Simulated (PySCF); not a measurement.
Simulated absorption spectrum

Compound: SnHMe2(NEt2), C6H17NSn.
Cartesian coordinates in Å at the PBE0-D3(BJ)/def2-SVP level; atoms count from 1:
```xyz
25
C6H17NSn angstrom
Sn     0.6993    1.2558    0.7861
H      0.7143    1.3217    2.5065
C      2.7104    1.0208    0.0406
H      3.3829    1.7535    0.5107
H      2.7244    1.1698   -1.0486
H      3.0788    0.0091    0.2632
C     -0.2636    2.9558   -0.1035
H      0.2164    3.8851    0.2351
H     -1.3240    2.9784    0.1846
H     -0.1914    2.9025   -1.1993
N     -0.4792   -0.3554    0.3262
C     -1.1663   -0.3945   -0.9435
C     -0.2849   -0.7046   -2.1515
C     -0.2141   -1.6353    0.9457
C     -1.4309   -2.2335    1.6425
H     -1.6765    0.5710   -1.1109
H     -1.9826   -1.1401   -0.8935
H      0.4762    0.0804   -2.2953
H      0.2473   -1.6603   -2.0236
H     -0.8768   -0.7711   -3.0787
H      0.1859   -2.3716    0.2159
H      0.5885   -1.5162    1.6954
H     -1.7863   -1.5597    2.4371
H     -2.2639   -2.3861    0.9386
H     -1.1936   -3.2117    2.0908
```

Method used: PySCF 2.14.0, density-fitted response routines, TDDFT CAM-B3LYP/def2-SVPD, vertical, gas phase, core orbitals frozen in the response, def2 core potentials past Kr. Spin–orbit coupling is left out.

Computed states:

| state | E (eV) | f |
| --- | --- | --- |
| S1 | 5.39 | 0.030 |
| S2 | 5.62 | 0.0037 |
| S3 | 5.81 | 0.0087 |
| S4 | 5.92 | 0.020 |
| S5 | 6.34 | 0.018 |
| S6 | 6.64 | 0.0060 |
| S7 | 6.88 | 0.0091 |
| S8 | 7.01 | 0.047 |
| S9 | 7.21 | 0.0034 |
| S10 | 7.33 | 0.077 |

Each state is given a Gaussian of 0.5 eV full width at half maximum, with ε(max) = 2.175×10⁸ f / Δν̃ (Δν̃ the width in cm⁻¹). The cross-section is σ = 3.8235×10⁻²¹ ε cm², given in Mb (10⁻¹⁸ cm²). The width is an assumption, not a result. The curve ends short of the highest state used, and states not computed would add to its high-energy end.

Problem. What does the envelope look like, and where are its maxima?

Solution. 
(λ (nm), σ (Mb)): (184.3, 7.78), (187.2, 5.70), (190.0, 4.93), (192.9, 4.85), (195.8, 4.96), (198.6, 5.10), (201.5, 5.39), (204.4, 5.91), (207.2, 6.48), (210.1, 6.89), (213.0, 6.98), (215.8, 6.88), (218.7, 6.80), (221.6, 6.90), (224.4, 7.09), (227.3, 7.18), (230.2, 6.95), (233.0, 6.33), (235.9, 5.34), (238.8, 4.17), (241.7, 3.02), (244.5, 2.07), (247.4, 1.31), (250.3, 0.78), (253.1, 0.44), (256.0, 0.23), (258.9, 0.12), (261.7, 0.06), (264.6, 0.03), (267.5, 0.01)

Maxima: 227 nm (5.46 eV), ε about 1900, made up of S1 (79%); 212 nm (5.84 eV), ε about 1800, made up of S3 (26%) and S4 (56%) (hardly more than a shoulder) (ε in L mol⁻¹ cm⁻¹; maxima over ε = 5, shares over 10%). At its high-energy end, 6.73 eV, the curve is still rising (ε about 2100, from S6, S7 and S8).

Problem. What would ε be at 5.46 eV, the highest of these maxima, with half the width (0.25 eV)?

Solution. About 2630 L mol⁻¹ cm⁻¹ against 1880, a factor of about 1.4; a lone state at its own centre would give exactly 2.

Problem. Coming from long wavelengths, where does ε first pass 100 L mol⁻¹ cm⁻¹?

Solution. At about 254 nm (4.89 eV), 0.50 eV below S1.

Problem. On this curve, what absorbance would a 10⁻⁵ mol/L sample give at 193 nm over a 1 cm path?

Solution. 193 nm is 6.424 eV, where ε is about 1300 L mol⁻¹ cm⁻¹, so A = ε c l ≈ 0.013 (Beer–Lambert, with the gas-phase spectrum and the assumed width).

One conformer stands for the species.
